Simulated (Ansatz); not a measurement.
`F[C@H]1C=CC[C@@H]1F` + H₂ → `FC1C=CCC1` + H–F at 400 K and 1 bar (hydrogenolysis of a C–F bond).

Computed with Ansatz on PBE0-D4/def2-TZVP structures; ΔE is electronic, products minus reactants. CCSD(T)/CBS adds triple-zeta CCSD(T) − MP2 to the extrapolated MP2 energy (def2 sets, frozen cores). This one scheme is used for every species.

```json
{"species": "`F[C@H]1C=CC[C@@H]1F`", "CCSD(T)/CBS energy (Eh)": "-393.43103", "H − E (kJ/mol)": "297.4", "S (J/(mol·K))": "364.4"}
{"species": "H₂", "CCSD(T)/CBS energy (Eh)": "-1.17544", "H − E (kJ/mol)": "38.0", "S (J/(mol·K))": "139.0"}
{"species": "`FC1C=CCC1`", "CCSD(T)/CBS energy (Eh)": "-294.24872", "H − E (kJ/mol)": "314.7", "S (J/(mol·K))": "340.3"}
{"species": "H–F", "CCSD(T)/CBS energy (Eh)": "-100.39570", "H − E (kJ/mol)": "36.5", "S (J/(mol·K))": "182.2"}
```

H − E and S are ideal-gas, rigid-rotor, harmonic terms from PBE0-D4/def2-TZVP, for one conformer and one mirror image of each species. The MP2-based limit puts H₂ 0.8 mEh under its directly extrapolated value; such offsets cancel only in part. 1 Eh = 2625.50 kJ/mol, R = 8.31446 J/(mol·K).

By hand: ΔE, ΔH, ΔS and ΔG.

ΔE = (-294.24872) + (-100.39570) − (-393.43103) − (-1.17544) = -0.03795 Eh = -99.6 kJ/mol. Δ(H − E) = 314.7 + 36.5 − 297.4 − 38.0 = 15.8, so ΔH = -83.8 kJ/mol. ΔS = 340.3 + 182.2 − 364.4 − 139.0 = 19.1 J/(mol·K). ΔG = -83.8 − 400 × (19.1)/1000 = -91.4 kJ/mol.

By hand: the equilibrium constant, and the temperature at which ΔG would vanish if ΔH and ΔS stayed fixed.

log₁₀ K = −ΔG/(RT ln 10) = 11.9. ΔH and −TΔS have one sign here, so there is no such temperature.

ΔH outweighs TΔS. A doubt of 5 kJ/mol in ΔE shifts log₁₀ K by 0.7 here. Other conformers and mirror images would add mixing entropy, several J/(mol·K) or more a flexible species. Modes under 60 cm⁻¹, often nearly free rotors, make the harmonic entropy too high. These are equilibria of isolated gas molecules and say nothing of rates. Largest T1 diagnostic: 0.011 (customary marks: 0.02 for closed shells, 0.045 for open ones).
